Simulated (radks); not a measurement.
The numbers below are computed, except where a source is named.
Q: Isoelectronic series with 5 electrons, all held in the configuration [He] 2s2 2p1, which need not be the ground one along the series. Code: a radial shooting solver on a logarithmic mesh with Libxc functionals. Model: scalar-relativistic Kohn-Sham, r2SCAN, spin-unpolarised, spherical densities, finite nucleus; meta-GGA in the generalised Kohn-Sham scheme; Fermi nuclear charge, rms radius of each element as measured or else 0.836 A^(1/3) + 0.57 fm. Total energies (hartree) and mean radii <r> (bohr):

ion   E (hartree)      2p      2s      1s
B       -24.61555   2.299   1.962  0.3279
C+      -37.37624   1.512   1.466  0.2695
N2+     -52.90156   1.145   1.172  0.2287
O3+     -71.18993  0.9249  0.9778  0.1985
F4+     -92.24273  0.7773  0.8390  0.1754
Ne5+   -116.06268  0.6709  0.7349  0.1570
Mg7+   -172.01880  0.5272  0.5890  0.1298
Si9+   -239.09384  0.4345  0.4913  0.1105

Estimate the row of Al8+.

A: E (hartree) -204.16389; 2p 0.4764; 2s 0.5358; 1s 0.1194.
